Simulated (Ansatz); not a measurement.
F$_{2}$Sb (`[F][Sb][F]`) radical. The species carries charge 0 and has multiplicity 2. Correlated methods include outer-core shells of Sb, which these sets cover unevenly. Sb takes the def2 core potential.

```xyz
3

F     0.9612   -1.0755   -0.2678
Sb    0.3858    0.5556    0.5280
F    -1.3470    0.5199   -0.2601
```

(1) Give the diagnostics of a CCSD(T)/def2-TZVPP run (frozen core, Ansatz). (Best estimate.)

Answers

(1) Ansatz gave: T1 = 0.0170, largest single amplitude 0.054, largest double 0.046, (T) share of the correlation energy 2.9 %, 10 CCSD cycles. ⟨S²⟩ of the UHF reference is 0.770 against 0.75 for a pure state. T1 lies under the customary mark of 0.045 for open shells.
